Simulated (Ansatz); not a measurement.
`SCOBCl` and `[AlH2][CH2]OCS` differ in one atom or group.

Ansatz, PBE0-D4/def2-TZVP geometries, multiplicity 1. Each molecule was computed in one conformer, which needn't be the lowest.

| property | `SCOBCl` |
| --- | --- |
| LUMO energy (ωB97M-V/def2-TZVPP) / eV | 1.40 |
| HOMO energy (PBE0/def2-TZVPP) / eV | -7.57 |
| size of the dipole moment (ωB97M-V/def2-TZVPP) / D | 2.03 |
| HOMO–LUMO gap (PBE/def2-TZVPP) / eV | 4.71 |
| HOMO energy (B3LYP/def2-TZVPP) / eV | -7.32 |
| size of the dipole moment (PBE/def2-TZVPP) / D | 1.95 |

Question: Give the same properties after the change, and the shifts. (An estimate is asked.)

Answer: Computed: 
```tsv
property	`[AlH2][CH2]OCS`	shift
LUMO energy (ωB97M-V/def2-TZVPP) / eV	0.14	-1.26
HOMO energy (PBE0/def2-TZVPP) / eV	-7.16	0.41
size of the dipole moment (ωB97M-V/def2-TZVPP) / D	0.65	-1.38
HOMO–LUMO gap (PBE/def2-TZVPP) / eV	3.70	-1.01
HOMO energy (B3LYP/def2-TZVPP) / eV	-6.91	0.41
size of the dipole moment (PBE/def2-TZVPP) / D	0.67	-1.28
```

With PBE0 the HOMO rises by 0.41 eV and the LUMO falls by 0.82 eV, so the gap narrows by about 1.23 eV. PBE moves the HOMO by 0.40 eV and ωB97M-V by 0.41 eV. Dipoles are sizes alone; their direction can turn.

B3LYP here is the variant with VWN-RPA as its local correlation; programs differ in this.
